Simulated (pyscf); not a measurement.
:HSi–O–AsH₂, singlet

Gas-phase minimum from PySCF at ωB97X-D3(BJ)/def2-SVP, one conformer. :HSi–O–AsH₂ [singlet] lies 17.1 kcal/mol over its isomer HO–Si:–AsH₂ [singlet], and others may lie lower still (electronic energy, ωB97M-D3(BJ)). 

```xyz
6

Si     1.1238    -1.0931    -1.0576
O      0.9098     0.5038    -0.6492
As    -0.6397     1.2873    -0.1212
H     -0.3287    -1.5741    -0.7752
H     -0.6214     0.7693     1.3145
H      0.0092     2.6000     0.3007
```
Charge 0, spin multiplicity 1.

Bonds (Å): Si1–O2 1.662, Si1–H4 1.556, O2–As3 1.815, As3–H5 1.526, As3–H6 1.524. Angles (°): O2–Si1–H4 97.6, Si1–O2–As3 126.6, O2–As3–H5 96.7, O2–As3–H6 95.1, H5–As3–H6 91.5.

Properties at ωB97X-D3(BJ)/def2-SVP:

- Harmonic wavenumbers, unscaled: 76, 164, 299, 559, 799, 830, 922, 986, 1031, 1936, 2232, 2251 cm⁻¹
- Zero-point energy: 17.3 kcal/mol
- Rotational symmetry number: 1
- Entropy of this conformer at 298 K and 1 atm, rigid rotor and harmonic oscillator, modes under 100 cm⁻¹ raised to 100: 309.2 J/(mol K)
- Dipole moment: 1.72 D

Single-point totals, which compare only within one level (frozen core for MP2 and CC):

```csv
level,total energy (hartree)
ωB97X-D3(BJ)/def2-TZVP,-2602.38961
PBE/def2-TZVP,-2601.84960
r²SCAN/def2-TZVP,-2602.33848
B3LYP-D3(BJ)/def2-TZVP,-2602.49384
PBE0-D3(BJ)/def2-TZVP,-2601.94090
M06-2X/def2-TZVP,-2602.37723
ωB97M-D3(BJ)/def2-TZVP,-2602.49370
HF/def2-TZVPP,-2599.76921
MP2/def2-TZVPP,-2600.37917
CCSD/def2-TZVPP,-2600.40541
CCSD(T)/def2-TZVPP,-2600.43030
```

Soft torsions are taken as harmonic, which can shift the entropy by several J/(mol K). The CCSD(T) − MP2 part came from Ansatz, without density fitting, on the same reference. The frozen core leaves the outer d or s,p core shells of the metals and heavy elements correlated in the MP2 and CC values, and def2-TZVPP describes them poorly, so these totals are far from the basis limit. Elements up to Kr have no core potential and no relativistic terms here.
